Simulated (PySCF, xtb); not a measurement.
BeH2Se, SMILES [BeH][SeH].

Harmonic wavenumbers (cm⁻¹) from GFN2-xTB in xtb at its own minimum, in rising order: 288, 348, 376, 658, 2107, 2146.

Q: What does PBE0-D3(BJ)/def2-TZVP (PySCF) give at its own minimum? (The exact figures need the calculation; the answer reports its results.)

A: 406, 521, 599, 639, 2150, 2427. Paired by order, the mean absolute difference is 143 cm⁻¹ and the zero-point energies are 8.5 and 9.6 kcal/mol.
